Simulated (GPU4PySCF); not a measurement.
A structure optimised at PBE-D3(BJ)/def2-SVP, used in a GPU4PySCF frequency run:

```
C
C 1 1.3944
C 2 1.4614 1 132.80
C 3 1.4190 2 135.70 1 0.00
C 4 1.3912 3 116.58 2 180.00
O 5 1.3815 4 123.66 3 180.00
H 4 1.0935 5 121.81 6 0.00
C 6 1.3983 5 109.23 4 180.00
O 8 1.1998 6 122.00 5 180.00
C 5 1.4124 6 112.17 8 0.00
C 10 1.4001 5 120.14 6 180.00
C 11 1.3947 10 115.94 5 0.00
O 12 1.3709 11 122.65 10 180.00
C 13 1.3882 12 108.34 11 180.00
O 14 1.2082 13 119.64 12 180.00
H 11 1.0983 12 120.85 13 0.00
C 1 1.4614 2 132.80 3 180.00
C 17 1.4190 1 135.70 2 0.00
C 18 1.3912 17 116.58 1 180.00
O 19 1.3815 18 123.66 17 180.00
H 18 1.0935 19 121.81 20 0.00
C 20 1.3983 19 109.23 18 180.00
O 22 1.1998 20 122.00 19 180.00
C 19 1.4124 20 112.17 22 0.00
C 24 1.4001 19 120.14 20 180.00
C 25 1.3947 24 115.94 19 0.00
O 26 1.3709 25 122.65 24 180.00
C 27 1.3882 26 108.34 25 180.00
O 28 1.2082 27 119.64 26 180.00
H 25 1.0983 26 120.85 27 0.00
C 10 1.4960 11 132.75 16 0.00
H 31 1.1106 10 114.22 11 -61.47
H 31 1.1106 32 106.49 8 117.96
C 24 1.4960 25 132.75 30 0.00
H 34 1.1106 24 114.22 25 61.47
H 34 1.1106 35 106.49 22 -117.96
```

Task: Write its SMILES, formula and point group.

Result: O=C1Cc2cc3c(cc2O1)/C(=C1\C(=O)Oc2cc4c(cc21)OC(=O)C4)C(=O)O3, C₂₀H₈O₈, C2h

Task: What are its rotational constants (standard atomic weights)?

Result: 0.55748, 0.074851, 0.066046 GHz
